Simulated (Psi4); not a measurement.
Relaxed torsion scan: SMILES s1c(-c2cccc(C)c2)ccc1. Scanned: dihedral C5–C6–C7–S11; all other coordinates were relaxed at GFN2-xTB. Points at φ and −φ are mirror images.

Geometry of the scan point at -90° (Å):
```
22

C     -3.2090     1.2873    -0.5155
C     -2.1277     0.4792     0.1353
C     -2.4184    -0.3217     1.2344
C     -1.4276    -1.0666     1.8465
C     -0.1293    -1.0246     1.3705
C      0.1779    -0.2325     0.2709
C      1.5497    -0.1858    -0.2492
C      2.1194    -0.9780    -1.1965
C      3.4713    -0.6532    -1.4545
C      3.9104     0.3825    -0.6989
S      2.6843     0.9871     0.3467
C     -0.8244     0.5160    -0.3361
H     -2.8329     1.8092    -1.3917
H     -4.0339     0.6440    -0.8189
H     -3.6022     2.0236     0.1847
H     -3.4307    -0.3578     1.6111
H     -1.6665    -1.6835     2.7004
H      0.6488    -1.6036     1.8458
H      1.5874    -1.7697    -1.6938
H      4.0823    -1.1720    -2.1715
H      4.8809     0.8370    -0.6843
H     -0.5763     1.1331    -1.1885
```

Computed with Psi4 with PBE-D3(BJ)/def2-SVP // GFN2-xTB.

Scanned values (°): -150, -120, -90, -60, -30, 0, 30, 60, 90, 120, 150, 180.

Q: At which scan points does the profile have its minima and maxima, and how high do they lie?

A: Lower than their neighbours: 0° (0.2 kJ/mol), 180° (0.0 kJ/mol). Higher than their neighbours: -90° (16.2 kJ/mol), 90° (16.2 kJ/mol). The whole profile spans 16.2 kJ/mol.
